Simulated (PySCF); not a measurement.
C3H3 (SMILES [C-]#CC), charge -1, singlet, geometry from GFN2-xTB (in this run its highest filled SCF level lies above zero, so its values depend strongly on the basis, on diffuse functions most of all); SVWN5/6-31G** run with PySCF.

Here is a job for PySCF.
```python
from pyscf import gto, scf, dft

mol = gto.M(
    atom='''
C     0.00179213   -0.00082963    0.34805219
C     0.00811735   -0.00375776    1.57647903
C    -0.00588691    0.00272522   -1.14330257
H     0.03963094    1.02847941   -1.56026013
H     0.85557099   -0.54993143   -1.56822380
H    -0.91933737   -0.46737496   -1.55888795
''',
    basis='6-31g**',
    charge=-1,
    verbose=4,
)

mf = dft.RKS(mol)
mf.xc = 'lda,vwn'
mf.diis_space = 4
mf.kernel()
```

It wrote (shortened):

```
PySCF version 2.14.0

[INPUT] verbose = 4
[INPUT] num. atoms = 6
[INPUT] num. electrons = 22
[INPUT] charge = -1
[INPUT] spin (= nelec alpha-beta = 2S) = 0
[INPUT] symmetry False subgroup None
[INPUT] Mole.unit = angstrom
[INPUT] Symbol           X                Y                Z      unit          X                Y                Z       unit  Magmom
[INPUT]  1 C      0.001792130000  -0.000829630000   0.348052190000 AA    0.003386634880  -0.001567773485   0.657723316155 Bohr   0.0
[INPUT]  2 C      0.008117350000  -0.003757760000   1.576479030000 AA    0.015339568357  -0.007101137242   2.979113607820 Bohr   0.0
[INPUT]  3 C     -0.005886910000   0.002725220000  -1.143302570000 AA   -0.011124647620   0.005149919429  -2.160528734811 Bohr   0.0
[INPUT]  4 H      0.039630940000   1.028479410000  -1.560260130000 AA    0.074891622659   1.943544409654  -2.948464328778 Bohr   0.0
[INPUT]  5 H      0.855570990000  -0.549931430000  -1.568223800000 AA    1.616794851223  -1.039219789990  -2.963513484025 Bohr   0.0
[INPUT]  6 H     -0.919337370000  -0.467374960000  -1.558887950000 AA   -1.737295845378  -0.883210671880  -2.945871284385 Bohr   0.0

nuclear repulsion = 52.0511060288377
number of shells = 27
number of NR pGTOs = 102
number of NR cGTOs = 57
basis = 6-31g**
ecp = {}

******** <class 'pyscf.dft.rks.RKS'> ********
method = RKS
initial guess = minao
damping factor = 0
level_shift factor = 0
DIIS = <class 'pyscf.scf.diis.CDIIS'>
diis_start_cycle = 1
diis_space = 4
diis_damp = 0
SCF conv_tol = 1e-09
SCF conv_tol_grad = None
SCF max_cycles = 50
direct_scf = True
direct_scf_tol = 1e-13
XC library pyscf.dft.libxc version 7.1.2
    S. Lehtola, C. Steigemann, M. J. T. Oliveira, and M. A. L. Marques,  SoftwareX 7, 1–5 (2018)
XC functionals = lda,vwn
    P. A. M. Dirac,  Math. Proc. Cambridge Philos. Soc. 26, 376 (1930)
    F. Bloch,  Z. Phys. 57, 545 (1929)
    S. H. Vosko, L. Wilk, and M. Nusair,  Can. J. Phys. 58, 1200 (1980)
radial grids:
    Treutler-Ahlrichs [JCP 102, 346 (1995); DOI:10.1063/1.469408] (M4) radial grids

becke partition: Becke, JCP 88, 2547 (1988); DOI:10.1063/1.454033
pruning grids: <function nwchem_prune>
grids dens level: 3
symmetrized grids: False
atomic radii adjust function: <function treutler_atomic_radii_adjust>
small_rho_cutoff = 0
Set gradient conv threshold to 3.16228e-05
Initial guess from minao.
tot grids = 71784
init E= -114.951870369905
  HOMO = -0.31157031907124  LUMO = -0.0380221273768245  gap/eV = 7.44363
cycle= 1 E= -114.744848430016  delta_E= 0.207  |g|= 0.661  |ddm|= 2.55
  HOMO = 0.249042692984642  LUMO = 0.267003878737401  gap/eV = 0.48875
cycle= 2 E= -113.610397016046  delta_E= 1.13  |g|=  1.8  |ddm|=   18
  HOMO = 0.0743497687017294  LUMO = 0.299346574402373  gap/eV = 6.12247
cycle= 3 E= -114.80897495131  delta_E= -1.2  |g|= 0.534  |ddm|= 17.3
  HOMO = 0.0811250194559654  LUMO = 0.254753425948596  gap/eV = 4.72467
cycle= 4 E= -114.871004823098  delta_E= -0.062  |g|= 0.295  |ddm|= 0.897
  HOMO = 0.0862563197038049  LUMO = 0.246681657280615  gap/eV = 4.36540
cycle= 5 E= -114.891071211729  delta_E= -0.0201  |g|= 0.0861  |ddm|= 0.319
  HOMO = 0.0846347156773755  LUMO = 0.250218028943327  gap/eV = 4.50575
cycle= 6 E= -114.892642148152  delta_E= -0.00157  |g|= 0.0316  |ddm|= 0.137
  HOMO = 0.0813121981669935  LUMO = 0.252544843618737  gap/eV = 4.65948
cycle= 7 E= -114.892916276531  delta_E= -0.000274  |g|= 0.00824  |ddm|= 0.0542
  HOMO = 0.0838869446337771  LUMO = 0.252293771200396  gap/eV = 4.58258
cycle= 8 E= -114.892925254471  delta_E= -8.98e-06  |g|= 0.00665  |ddm|= 0.036
  HOMO = 0.082715567345895  LUMO = 0.252108141021971  gap/eV = 4.60941
cycle= 9 E= -114.892938464602  delta_E= -1.32e-05  |g|= 0.00153  |ddm|= 0.0186
  HOMO = 0.0828121020833907  LUMO = 0.252043587227998  gap/eV = 4.60502
cycle= 10 E= -114.892939007074  delta_E= -5.42e-07  |g|= 0.000347  |ddm|= 0.00204
  HOMO = 0.0827660712399281  LUMO = 0.252104433433791  gap/eV = 4.60793
cycle= 11 E= -114.892939004404  delta_E= 2.67e-09  |g|= 0.000384  |ddm|= 0.00115
  HOMO = 0.0827531991313499  LUMO = 0.252109059767289  gap/eV = 4.60841
cycle= 12 E= -114.892939022477  delta_E= -1.81e-08  |g|= 0.000259  |ddm|= 0.000592
  HOMO = 0.0827822108002554  LUMO = 0.252094823072232  gap/eV = 4.60723
cycle= 13 E= -114.892939041096  delta_E= -1.86e-08  |g|= 4.97e-05  |ddm|= 0.000368
  HOMO = 0.0827684568731115  LUMO = 0.252093318201243  gap/eV = 4.60756
cycle= 14 E= -114.892939041429  delta_E= -3.33e-10  |g|= 3.9e-05  |ddm|= 0.000201
  HOMO = 0.082774135091102  LUMO = 0.252093935698728  gap/eV = 4.60743
cycle= 15 E= -114.89293904186  delta_E= -4.31e-10  |g|= 6.53e-06  |ddm|= 9.33e-05
  HOMO = 0.082773864870338  LUMO = 0.252094339574363  gap/eV = 4.60744
Extra cycle  E= -114.892939041835  delta_E= 2.55e-11  |g|= 1.19e-05  |ddm|= 2.1e-05
converged SCF energy = -114.892939041835
```
